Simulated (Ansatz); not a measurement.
Consider the substitution at a C–O bond: `C[O][In]([SH])[O]C(C)C` + `[CH3][Al]([OH])[F]` → `CC(C)[O][Al]([CH3])[F]` + `C[O][In]([OH])[SH]`.

Program: Ansatz. Geometries: PBE0-D4/def2-TZVP. ΔE: electronic, gas phase. CBS: MP2 limit from def2 TZ/QZ plus the TZ coupled-cluster correction, frozen cores. def2 core potentials past Kr. For In outer-core shells are correlated without core-valence functions, which leaves a few kJ/mol of doubt a bond. Each species was taken in one conformer, which may not be the lowest.

```json
{"level": "HF/def2-TZVPP", "ΔE (kJ/mol)": "-7.3"}
{"level": "CCSD/def2-TZVPP", "ΔE (kJ/mol)": "5.5"}
```

Problem. What does CCSD(T)/CBS give? (An estimate is asked.)

Solution. Ansatz gave: +9.2 kJ/mol. The listed levels differ from it by -16.5, -3.7 kJ/mol.

Largest T1 diagnostic among the species: 0.016.

In def2-TZVPP, CCSD(T) changes the Hartree–Fock value by +15.7 kJ/mol (the triples alone add +2.9 kJ/mol) and MP2 by +17.3 kJ/mol. The D4 term adds +6.5 kJ/mol with B3LYP and +3.8 kJ/mol with PBE0; it sums over pairs of atoms, weighted by their polarisabilities, and B3LYP, whose exchange is more repulsive, gets the larger term.

B3LYP here is the variant with VWN-RPA as its local correlation; programs differ in this.
